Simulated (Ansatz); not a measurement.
Relaxation of CH₇BSn (10 atoms, charge 0, multiplicity 1), to a largest force component of 0.015 eV/Å in at most 40 steps.

Computed with RHF/def2-SVP (Ansatz 0.2.0).

```xyz
10
Properties=species:S:1:pos:R:3
C -1.086 0.937 -0.681
B -0.203 -0.300 -0.754
Sn 1.303 -0.455 -2.338
H -2.120 0.679 -0.799
H -0.869 1.663 -1.540
H -0.999 1.521 0.275
H -0.322 -1.189 0.005
H 0.954 -1.903 -3.378
H 1.271 0.994 -3.401
H 2.919 -0.610 -1.668
```

Where does it end, and by what steps?

The run converged. The force dipped under the threshold on the way, but the program's further checks kept it going. After 16 steps the energy has fallen by 0.387 eV; H5 moved furthest, 0.39 Å.

| step | energy less start (eV) | largest force component (eV/Å) | accepted |
| --- | --- | --- | --- |
| 0 | 0.0000 | 3.216 | yes |
| 1 | -0.2044 | 1.706 | yes |
| 2 | -0.3634 | 0.446 | yes |
| 3 | -0.3569 | 0.512 | no |
| 4 | -0.3794 | 0.231 | yes |
| 5 | -0.3848 | 0.022 | yes |
| 6 | -0.3851 | 0.010 | yes |
| 7 | -0.3852 | 0.028 | yes |
| 8 | -0.3854 | 0.054 | yes |
| 9 | -0.3856 | 0.076 | yes |
| 10 | -0.3859 | 0.081 | yes |
| 11 | -0.3859 | 0.080 | no |
| 12 | -0.3862 | 0.045 | yes |
| 13 | -0.3864 | 0.040 | yes |
| 14 | -0.3866 | 0.048 | yes |
| 15 | -0.3867 | 0.016 | yes |
| 16 | -0.3867 | 0.015 | yes |

```xyz
10
Properties=species:S:1:pos:R:3
C -1.140 1.029 -0.632
B -0.163 -0.198 -0.748
Sn 1.357 -0.506 -2.441
H -2.108 0.654 -0.999
H -0.883 1.901 -1.234
H -1.312 1.335 0.403
H -0.245 -1.070 0.076
H 1.017 -1.940 -3.322
H 1.374 0.794 -3.565
H 2.949 -0.662 -1.816
```

The run took 30 s on 1 thread of Arm Neoverse V2, with other jobs on the host, peak memory 0.15 GiB.
